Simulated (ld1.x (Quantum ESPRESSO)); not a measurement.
**What one change does to a pseudopotential (sulfur, TM)**

sulfur, norm-conserving Troullier–Martins (Kleinman–Bylander form), made with ld1.x (Quantum ESPRESSO) 7.5 (LDA (PZ), non-relativistic). Core [Ne], reference 3s1.5 3p4.5. Waves: 3p (bound): rc 1.50 bohr; 3s (bound): rc 1.00 bohr. Local part: the s channel. Core correction: none.

Change: core correction a·sin(br)/r model core inside 1.10 bohr.

Cutoffs: the cutoffs (Ry, on a coarse ladder) from which the occupation-weighted sum of valence levels, in a spherical-Bessel basis at the reference potential, stays within 10 and 1 mRy of its value at 400 Ry; they do not see the model core or the augmentation charge, which bear on the density cutoff. Errors are all-electron minus pseudo energies relative to the spin-unpolarised reference configuration.

Question: How do hardness, ghosts and transferability respond?

Answer: The potential gets neither clearly harder nor softer (80 Ry and 230 Ry → 80 Ry and 230 Ry); of the 9 tests that both files solve, the error grows in 0 and shrinks in 9 by more than 15 % and 0.3 meV (median size 10.7 → 7.5 meV); neither file shows a bound ghost. Exchange and correlation are not linear in the density, so unscreening with the valence charge alone errs where core and valence overlap; a model core restores that term. A model core, the more so a compact one, raises the density cutoff, which this test does not measure.

| quantity | base | changed |
| --- | --- | --- |
| cutoff, loose | 80 Ry | 80 Ry |
| cutoff, tight | 230 Ry | 230 Ry |
| bound ghosts | none | none |
| error for 3s2 3p4, meV [ΔE -5.04 eV] | +2.5 | +0.1 |
| error for 3s2 3p3, meV [ΔE 6.84 eV] | +11 | +5.4 |
| error for 3s2 3p2, meV [ΔE 29.22 eV] | +58 | +41 |
| error for 3s2 3p0, meV [ΔE 110.37 eV] | +538 | +361 |
| error for 3s1 3p4, meV [ΔE 17.50 eV] | +11 | +7.5 |
| error for 3s2 3p4.3, meV [ΔE -6.78 eV] | +2.9 | +0.8 |
| error for 3s2 3p3.5, meV [ΔE -0.32 eV] | +4.0 | +0.7 |
| error for 3s1.5 3p4.5 (spin-polarised), meV [ΔE -0.77 eV] | +87 | +28 |
| error for 3s2 3p4 (spin-polarised), meV [ΔE -5.74 eV] | +68 | +24 |
| s: phases at 1.64 bohr within 0.05 rad from the reference energy up to (Ry; the scan ends near 5) | 2.2 | 2.2 |
| p: phases at 1.64 bohr within 0.05 rad from the reference energy up to (Ry; the scan ends near 5) | 4.7 | 4.7 |
